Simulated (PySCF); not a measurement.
These compounds are isomers of formula C₄H₇N₃O₂Si.

A. `COC(=O)c1ncn([SiH3])n1`
B. `COc1ncnnc1O[SiH3]`
C. `COC(=O)c1cnn([SiH3])n1`
D. SMILES OCc1ncnnc1O[SiH3]
E. `InChI=1S/C4H7N3O2Si/c1-3-4(9-10-8)7-6-2-5-3/h2,8H,10H2,1H3`

Spectrum 1. 13C{1H} NMR (computed): δ 162.4 (C), 160.8 (C), 156.3 (CH), 55.7 (CH3).

Spectrum 2. 13C{1H} NMR (computed): δ 171.9 (C), 158.5 (C), 158.2 (CH), 22.7 (CH3).

Spectrum 3. 13C{1H} NMR (computed): δ 167.1 (C), 164.4 (C), 154.5 (CH), 54.0 (CH3).

Spectrum 4. 13C{1H} NMR (computed): δ 169.0 (C), 150.1 (C), 145.4 (CH), 53.8 (CH3).

Spectrum 5. 13C{1H} NMR (computed): δ 167.4 (C), 158.3 (C), 156.9 (CH), 63.3 (CH2).

All values are calculated (PySCF 2.14): shielding tensors at PBE0/pcSseg-1 (GIAO), GFN2-xTB geometry. Averaged over atoms made equivalent by symmetry, fast rotation or ring inversion, no solvent model, single conformer, relativity neglected.

δ = σ(ref) − σ, references computed at the same level: TMS for 13C (186.93 ppm). Shifts are as computed. Against solution values, carbons near 30 ppm lie about +3 ppm off and those near 130 ppm about +5 ppm. Of 1211 compounds with measured shifts, 218 miss one by over three times the rms of a fit or turn the order of signals round; such compounds aren't used in these exercises.

Which spectrum belongs to which compound?

Answers

1–B, 2–E, 3–A, 4–C, 5–D.

- Spectrum 1 (B): 4 13C signals; δC 162.4 is an aromatic carbon bearing oxygen; δC 160.8 is an aromatic carbon bearing oxygen.
- Spectrum 2 (E): 4 13C signals; δC 171.9 is an aromatic carbon bearing oxygen; δC 22.7 is a methyl carbon on an aromatic ring.
- Spectrum 3 (A): 4 13C signals; δC 167.1 is an ester carbonyl carbon; δC 54.0 is a methyl carbon bonded to O.
- Spectrum 4 (C): 4 13C signals; δC 169.0 is an ester carbonyl carbon; δC 145.4 is an aromatic CH next to a ring nitrogen.
- Spectrum 5 (D): 4 13C signals; δC 167.4 is an aromatic carbon bearing oxygen; δC 63.3 is an sp3 CH2 bonded to O, on an aromatic ring.
